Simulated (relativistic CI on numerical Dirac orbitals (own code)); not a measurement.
# One change at a time: Ir⁶⁸⁺

Base calculation: Dirac-Coulomb-Breit CI, separate exchange-only KLI orbitals for each configuration, a model potential for QED, unscaled Slater integrals.

Configurations in the expansion (outside the closed core 1s2): 2s2.2p5, 2s.2p6, 2p6.3s, 2s2.2p4.3s, 2p6.3p, 2s2.2p4.3p, 2p6.3d, 2s2.2p4.3d, 2s.2p5.3s, 2s.2p5.3p, 2s.2p5.3d, 2s2.2p4.4s, 2s2.2p4.4p, 2s2.2p4.4d, 2s2.2p4.4f, 2s2.2p3.3s2, 2s2.2p3.3s.3p, 2s.2p5.4s, 2s2.2p4.5s, 2s.2p5.4p, 2s2.2p3.3s.3d, 2s2.2p4.5p, 2s2.2p3.3p2, 2s2.2p4.5d, 2s2.2p4.5f, 2s2.2p4.5g, 2s.2p5.4d, 2s.2p5.4f, 2s2.2p3.3p.3d, 2s.2p4.3s2, 2s2.2p3.3d2, 2s.2p4.3s.3p, 2s.2p4.3s.3d, 2s.2p4.3p2, 2s.2p5.5s, 2s.2p4.3p.3d. Levels of other configurations are missing.

Variants: (1) QED terms removed. Shifts of the energy above 2s2.2p5 2P°_3/2, in eV, for the lowest level and the first level of each name with at least 55 % of one term (blank where a level changes its place among those of its configuration and J or its character, or is not in the variant):

```
             Level     Base   Δ(1)
   2s2.2p5 2P°_3/2      0.0    0.0
   2s2.2p5 2P°_1/2   1671.3   -1.4
     2s.2p6 2S_1/2   2182.2  +19.2
 2s2.2p4.3s 4P_5/2   9168.8   -3.0
 2s2.2p4.3s 2P_3/2   9180.6   -3.0
 2s2.2p4.3s 2S_1/2   9238.4   -2.9
2s2.2p4.3p 2P°_1/2   9380.3   +2.9
2s2.2p4.3p 4D°_7/2   9784.9   +2.4
 2s2.2p4.3d 2D_3/2  10007.3   +3.6
 2s2.2p4.3d 4F_9/2  10048.9   +3.3
 2s2.2p4.3d 2P_1/2  10064.0   +3.3
 2s2.2p4.3s 4P_3/2  10849.0   -4.4
 2s2.2p4.3s 2P_1/2  10859.4   -4.4
 2s2.2p4.3s 2D_5/2  10869.3   -4.4
 2s2.2p4.3s 2D_3/2  10876.2   -4.4
 2s.2p5.3s 4P°_5/2  11285.2  +16.2
 2s.2p5.3s 2P°_3/2  11314.9  +16.2
 2s.2p5.3s 2P°_1/2  11382.8  +15.7
2s2.2p4.3p 4D°_5/2  11465.3   +1.2
2s2.2p4.3p 2F°_7/2  11481.7   +1.0
  2s.2p5.3p 2D_3/2  11528.6  +22.0
 2s2.2p4.3d 4D_1/2  11612.1   +2.1
```

At this charge energies of transitions that change n are usually good to better than 1 %, and those within a shell (Δn = 0) to a few per cent.

Ionisation energy from the two ground configurations alone: base 17386.3 eV. The NIST ASD value (theoretical) is 17390 eV.

LS names give the leading component of a level, which can be under half, so a name can repeat, a term be missing and a line seem to break the LS rules.
